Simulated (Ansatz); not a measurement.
Species: [Zn(CH3)(Br)] (charge 0, multiplicity 1).

Give a relaxed geometry from PBE-D3(BJ)/def2-SVP run with Ansatz (a quantum-chemistry and plane-wave program).

the end point of this relaxation.
Cartesian coordinates (Å) in one orientation:
```xyz
6

Zn     0.016    -0.008     0.009
C     -1.545     0.763    -0.832
H     -1.836     0.174    -1.726
H     -1.341     1.804    -1.151
H     -2.401     0.774    -0.128
Br     1.840    -0.908     0.991
```
